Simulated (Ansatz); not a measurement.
Which isomer of C2H7Te+ gives these data?

These gas-phase data were calculated for one isomer of C2H7Te+ at r2SCAN-D4/def2-SVP (harmonic, unscaled wavenumbers; equilibrium rotational constants with average atomic masses):

* rotational constants: 22.61, 2.775, 2.627 GHz
* all wavenumbers above 1500 cm⁻¹: 3169, 3148, 3137, 3077, 3043, 2138, 2129

Candidates:

(1) `CC[TeH2+]`, a singlet
(2) `C[TeH+]C`, a singlet

Which structure fits?

Candidate (1). 5 modes lie between 2750 and 3290 cm⁻¹, one for each C–H bond, while (2) has 6.

The same quantities for all candidates:

|  | rotational constants (GHz) | wavenumbers above 1500 cm⁻¹ | E above the lowest, r2SCAN-D4/def2-SVP (kcal/mol) |
| --- | --- | --- | --- |
| (1) | 22.61, 2.775, 2.627 | 3169, 3148, 3137, 3077, 3043, 2138, 2129 | 6.8 |
| (2) | 8.295, 5.579, 3.626 | 3220, 3220, 3207, 3207, 3067, 3066, 2130 | 0.0 |

Harmonic stretches to hydrogen usually lie a few per cent above observed fundamentals. Each candidate is one conformer. Atoms past krypton carry core potentials. Programs: Ansatz 0.2.0.
